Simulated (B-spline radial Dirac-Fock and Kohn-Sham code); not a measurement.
# X-ray scattering factor of Pm⁴⁸⁺

System: the Pm⁴⁸⁺ ion, configuration [Ne] 3s2 3p1.

Model: relativistic Hartree-Fock (Dirac-Fock) wave functions, averaged over the configuration. Program: a radial atomic solver. f₀ is the Fourier transform of the spherical electron density, S the Waller-Hartree incoherent function, and s = sin θ/λ. The electron scattering factor follows from the Mott-Bethe formula f_e = 0.023934 Å⁻¹·(Z − f₀)/s².

```tsv
s (Å⁻¹)	f₀	S	f_e (Å)
0	13.000	0.000	–
0.09	12.984	0.023	141.877
0.11	12.977	0.034	94.991
0.13	12.967	0.047	68.024
0.16	12.951	0.072	44.922
0.19	12.931	0.101	31.870
0.23	12.899	0.147	21.763
0.27	12.861	0.201	15.805
0.32	12.805	0.280	11.265
0.39	12.713	0.410	7.598
0.46	12.605	0.561	5.474
0.55	12.443	0.781	3.842
0.66	12.213	1.083	2.681
0.79	11.903	1.474	1.883
0.94	11.504	1.950	1.341
1.13	10.953	2.558	0.938
1.35	10.284	3.230	0.666
1.61	9.494	3.944	0.476
1.92	8.606	4.680	0.340
2.3	7.647	5.453	0.241
2.75	6.703	6.268	0.172
3.28	5.795	7.144	0.123
3.92	4.869	8.091	0.087
```

f₀ starts at the number of electrons, 13, and has fallen to half at s ≈ 2.87 Å⁻¹. The sum of ⟨r²⟩ over the electrons is 0.2618 bohr². For an ion f_e diverges as s goes to zero, because of the net charge.

Values without a named source are computed, but for edge energies of neutral atoms, which are taken from tables.
